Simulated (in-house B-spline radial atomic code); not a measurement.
Checks on a self-consistent run for W VII (W6+), 1s1 2s2 2p6 3s2 3p6 3d10 4s2 4p6 4d10 4f14 5s2 5p6 5d1. Level of theory: Dirac-Hartree-Fock, average of configuration, Fermi nucleus of rms radius 5.3658 fm; calculated with a radial B-spline atomic code at the basis-set limit.

```
orbital    q       ε (Eh)     <1/r>         <r²>  small-component weight
  1s1/2    1  -2619.08240   87.3043  0.000461746                0.078279
  2s1/2    2   -462.60668   21.5445   0.00691705                0.018173
  2p1/2    2   -445.15578   21.4532   0.00490341                0.018138
  2p3/2    4   -392.96469    17.989   0.00608546                0.016378
  3s1/2    2   -111.71743   7.92523    0.0448023               0.0060155
  3p1/2    2   -103.14738   7.83451    0.0408746               0.0059432
  3p3/2    4    -91.64060   6.94107    0.0472804               0.0054433
  3d3/2    4    -76.37859   6.82874    0.0366043               0.0053181
  3d5/2    6    -73.86401   6.61484    0.0383824               0.0051746
  4s1/2    2    -26.78328   3.30932     0.221575               0.0019571
  4p1/2    2    -23.03859   3.20357     0.227132                0.001869
  4p3/2    4    -20.32711   2.90874     0.259635               0.0016938
  4d3/2    4    -13.90074   2.69462     0.281853               0.0014974
  4d5/2    6    -13.38270   2.62001     0.294468               0.0014451
  4f5/2    6     -5.16259   2.20332     0.387637               0.0010677
  4f7/2    8     -5.06360   2.17286     0.398662               0.0010454
  5s1/2    2     -6.45384   1.29603      1.19642              0.00044434
  5p1/2    2     -5.13871   1.19487      1.38219              0.00038759
  5p3/2    4     -4.68849   1.09825      1.58076              0.00034241
  5d3/2  0.4     -3.01607  0.874654      2.41845              0.00022733
  5d5/2  0.6     -2.96760  0.854459      2.51446              0.00021873
```

Electron-electron repulsion V_ee = 5596.3315 hartree.

(1) What total energy follows from the eigenvalues?

(2) Does the Dirac virial theorem hold?

(3) What diamagnetic shielding (Lamb formula) and susceptibility (Langevin formula) do the radii give?

Answers

(1) The eigenvalues count the repulsion twice, so E = Σqε - V_ee = -7984.718 - 5596.332 = -13581.050 hartree; the run printed -13581.050.

(2) For a point nucleus E = -2c²Σq·w, with w the small-component weight. Here Σq·w = 0.36154 and c = 137.0360, so the ratio E/(-2c²Σq·w) is 1.000185; the finite nucleus accounts for the departure from 1.

(3) σ = (α²/3)Σq<1/r> = 463.543/(3·137.036²) = 8228.1 ppm, and χ = -0.79199×10⁻⁶·Σq<r²> = -19.87×10⁻⁶ cm³/mol with Σq<r²> = 25.087 bohr². Both are non-relativistic formulas without the paramagnetism of open shells; for so heavy an element the full relativistic shielding is larger by tens of per cent.
